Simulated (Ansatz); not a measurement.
Saddle point of GaSiH7S, closed shell (GaSiH₅ ([SiH3][GaH2]) + H₂S → GaH₃S ([SH][GaH2]) + SiH₄; bonds formed: Si2–H5; dative contacts that become bonds: Ga1–S6; bonds broken: Ga1–Si2, H5–S6), PBE0-D4/def2-TZVP structure:

```tsv
atom	x (Å)	y (Å)	z (Å)
Ga1	-0.4795	-1.2538	-0.0266
Si2	1.2206	0.6994	-0.3791
H3	-0.7013	-1.8335	-1.4527
H4	-0.0865	-1.9087	1.3285
H5	-0.6517	0.5700	-0.0284
S6	-2.2869	0.3406	0.3284
H7	1.0658	1.5754	-1.5706
H8	1.5625	1.5341	0.8039
H9	2.3567	-0.2359	-0.6323
H10	-1.9999	0.5122	1.6288
```

Energies are electronic, without zero-point energy. Barriers and step energies count from the start structure reached by relaxing down the imaginary mode; all methods use the PBE0-D4 structures, on which another method's saddle can fall below an end. Ansatz 0.2.0; basis: def2-TZVPP, with def2-QZVPP for the basis limit; cores frozen in the correlated methods. Filled d shells of the heavier atoms are correlated. The def2 sets are not built for correlating such inner shells, so the correlated values are less sure here. B3LYP uses VWN-RPA correlation. Extrapolation: Hartree–Fock as exp(−7.88 √X), correlation as X^−2.97.

```tsv
method	barrier (kcal/mol)	step energy (kcal/mol)
SPW92	12.59	-7.86
PBE-D4	?	-9.52
BLYP-D4	18.86	-12.22
r2SCAN-D4	17.54	-11.31
B97M-V	20.03	-11.84
PBE0-D4	19.68	-10.28
B3LYP-D4	21.85	-12.56
r2SCAN0-D4	20.68	-11.71
BHLYP-D4	26.81	-13.68
CAM-B3LYP-D4	24.67	-12.66
wB97X-V	25.35	-12.08
wB97M-V	24.47	-12.62
B2PLYP	22.86	-13.14
PBE-QIDH	?	-11.84
RPA on PBE	23.56	-11.94
HF	36.42	-16.91
MP2	?	-13.65
CCSD	26.64	-12.69
CCSD(T)	24.00	-12.31
```

Fill in the withheld barriers. (Judge from chemistry; the value comes from the calculation.)

Computed: MP2 22.28; PBE-QIDH 22.52; PBE-D4 15.78 kcal/mol. Each is the energy of the saddle less that of the start structure, by the same method.

For comparison, the barrier by CCSD(T) at an estimated basis limit (MP2 extrapolated from triple and quadruple zeta, plus CCSD(T) − MP2 in triple zeta) is 22.64 kcal/mol.

The T1 diagnostic stays at or below 0.014.

Labels in which every atom is bracketed show which atoms are joined, not bond orders.

For scale, one of the runs: CCSD(T)/def2-TZVPP, 230 basis functions, launched by `ansatz run in.yaml --threads 4 --pin off --events-out ev --progress --plain --max-ram 9574MiB`. Time: 93 s of wall clock on 4 CPU threads of an Arm Neoverse V1; the host was shared. Peak host memory: 3.5 GiB.
